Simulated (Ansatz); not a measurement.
Geometry optimisation, Ansatz 0.2.0, RKS PBE0-D4/def2-SVP.

The input (input.yaml):

```yaml
crystal:
  periodic: [false, false, false]
  atoms:
    - { symbol: "N", position_ang: [-0.3503, 1.1887, -0.573] }
    - { symbol: Al, position_ang: [-0.0616, -0.4068, 0.3377] }
    - { symbol: O, position_ang: [1.5738, -0.7326, 1.0218] }
    - { symbol: F, position_ang: [-1.2949, -1.6142, 0.5164] }
    - { symbol: H, position_ang: [-0.7302, 0.9704, -1.5585] }
    - { symbol: H, position_ang: [-1.1982, 1.7112, -0.0974] }
    - { symbol: H, position_ang: [1.58483, -0.39193, 1.97048] }
basis:
  gaussian: { orbitals: def2-SVP }
hamiltonian:
  xc: pbe0
  dispersion: d4
relax:
  f_tol: 0.015
  max_steps: 40
```

Run as:

```bash
$ ansatz run input.yaml --threads 1 --pin off --max-ram 2048MiB --backend cpu --events-out ev --progress --plain --runs-dir out
```

Task: Where does it end, and by what steps?

Result: The forces met the threshold. After 12 steps the energy has fallen by 1.059 eV; H6 moved furthest, 1.05 Å.

```
step  energy less start (eV)  largest force component (eV/Å)  accepted
   0                  0.0000                           2.780       yes
   1                 -0.3866                           1.369       yes
   2                 -0.5192                           0.553       yes
   3                 -0.5310                           0.338       yes
   4                 -0.6080                           0.262       yes
   5                 -0.6902                           0.682       yes
   6                 -0.7581                           0.661       yes
   7                 -0.7797                           1.439       yes
   8                 -0.9445                           0.758       yes
   9                 -1.0257                           0.357       yes
  10                 -1.0576                           0.168       yes
  11                 -1.0585                           0.052       yes
  12                 -1.0586                           0.003       yes
```

```xyz
7
Properties=species:S:1:pos:R:3
N -0.668 1.000 -0.584
Al -0.083 -0.354 0.365
O 1.213 -0.146 1.433
F -0.815 -1.839 0.205
H -1.436 0.958 -1.243
H -0.281 1.935 -0.547
H 1.593 -0.828 1.987
```

Time of the run: 52 s on 1 thread of Intel(R) Xeon(R) Platinum 8259CL CPU @ 2.50GHz (Skylake/Cascade Lake) (shared host), peak memory 0.18 GiB.
